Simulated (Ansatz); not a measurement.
Start from `O=[CH][AlH][F]` and change one element to get `O=[CH][GaH][F]`.

Ansatz, PBE0-D4/def2-TZVP geometries, multiplicity 1. Each molecule was computed in one conformer, which needn't be the lowest.

Scalar relativity is left out up to krypton.

```csv
property,`O=[CH][AlH][F]`
LUMO energy (PBE0/def2-TZVPP) / eV,-2.47
HOMO–LUMO gap (B3LYP/def2-TZVPP) / eV,4.05
LUMO energy (PBE/def2-TZVPP) / eV,-3.49
HOMO–LUMO gap (PBE/def2-TZVPP) / eV,2.06
HOMO–LUMO gap (PBE0/def2-TZVPP) / eV,4.49
LUMO energy (ωB97M-V/def2-TZVPP) / eV,-0.47
```

**Question.** Give the same properties after the change, and the shifts. (Best estimate.)

**Answer.** Ansatz gave: 
| property | `O=[CH][GaH][F]` | shift |
| --- | --- | --- |
| LUMO energy (PBE0/def2-TZVPP) / eV | -2.66 | -0.19 |
| HOMO–LUMO gap (B3LYP/def2-TZVPP) / eV | 4.02 | -0.03 |
| LUMO energy (PBE/def2-TZVPP) / eV | -3.65 | -0.16 |
| HOMO–LUMO gap (PBE/def2-TZVPP) / eV | 2.13 | 0.07 |
| HOMO–LUMO gap (PBE0/def2-TZVPP) / eV | 4.48 | -0.01 |
| LUMO energy (ωB97M-V/def2-TZVPP) / eV | -0.65 | -0.18 |

B3LYP here is the variant with VWN-RPA as its local correlation; programs differ in this.
